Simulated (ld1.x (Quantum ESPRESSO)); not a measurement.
# What one change does to a pseudopotential (scandium, TM)

* Element: scandium
* Generator: ld1.x (Quantum ESPRESSO) 7.5
* Type: norm-conserving Troullier–Martins (Kleinman–Bylander form)
* Functional: PBEsol
* Relativity: scalar-relativistic
* Frozen core: [Ne] 3s2
* Valence charge: 9
* Reference configuration: 3p6 3d1 4s2 4p0
* Partial waves: 3p (bound): rc 1.15 bohr; 3d (bound): rc 1.75 bohr; 4s (bound): rc 2.20 bohr
* Local potential: the s channel
* Core correction: none

All-electron outer shells of the reference configuration (PBEsol, scalar-relativistic, ld1.x):

| shell | level (eV) | outermost node (bohr) | outermost maximum (bohr) |
| --- | --- | --- | --- |
| 2p | -387.95 | – | 0.23 |
| 3s | -54.88 | 0.42 | 0.92 |
| 3p | -33.55 | 0.39 | 0.97 |
| 4s | -4.19 | 1.33 | 3.10 |
| 3d | -3.25 | – | 1.10 |
| 4p | -1.45 | 1.49 | 4.03 |

Change: core correction a·sin(br)/r model core inside 1.02 bohr.

Cutoffs: the cutoffs (Ry, on a coarse ladder) from which the occupation-weighted sum of valence levels, in a spherical-Bessel basis at the reference potential, stays within 10 and 1 mRy of its value at 400 Ry; they do not see the model core or the augmentation charge, which bear on the density cutoff. Errors are all-electron minus pseudo energies relative to the spin-unpolarised reference configuration.

Q: How do hardness, ghosts and transferability respond?

A: The potential gets neither clearly harder nor softer (70 Ry and 120 Ry → 70 Ry and 120 Ry); of the 7 tests that both files solve, the error grows in 2 and shrinks in 1 by more than 15 % and 0.3 meV (median size 63.8 → 111.0 meV); neither file shows a bound ghost at the reference potential, the only one tested. A model core, the more so a compact one, raises the density cutoff, which this test does not measure.

| quantity | base | changed |
| --- | --- | --- |
| cutoff, loose | 70 Ry | 70 Ry |
| cutoff, tight | 120 Ry | 120 Ry |
| bound ghosts | none | none |
| error for 3p6 3d1 4s1 4p0, meV [ΔE 6.90 eV] | +1.6 | +1.2 |
| error for 3p6 3d1 4s0 4p0, meV [ΔE 19.55 eV] | +3.7 | -18 |
| error for 3p6 3d0 4s0 4p0, meV [ΔE 44.37 eV] | -23 | -111 |
| error for 3p6 3d1 4s0 4p2, meV [ΔE 5.68 eV] | -955 | -964 |
| error for 3p6 3d2 4s0 4p0, meV [ΔE 7.54 eV] | -117 | -133 |
| error for 3p6 3d1 4s1 4p1, meV [ΔE 2.79 eV] | -418 | -420 |
| error for 3p6 3d2 4s1 4p0, meV [ΔE 1.66 eV] | -64 | -71 |
| s: phases at 2.40 bohr within 0.05 rad from the reference energy up to (Ry; the scan ends near 5) | 0.1 | 0.1 |
| p: phases at 2.40 bohr within 0.05 rad from the reference energy up to (Ry; the scan ends near 5) | -1.1 | -1.1 |
| d: phases at 2.40 bohr within 0.05 rad from the reference energy up to (Ry; the scan ends near 5) | 0.5 | 0.5 |

Base: These tests converged, but a pseudo level misses the all-electron one widely, so the file describes the atom poorly there or has found another state: 3p6 3d0 4s0 4p0: empty 4p by 2.3 eV. Changed file: These tests converged, but a pseudo level misses the all-electron one widely, so the file describes the atom poorly there or has found another state: 3p6 3d0 4s0 4p0: empty 4p by 2.3 eV.
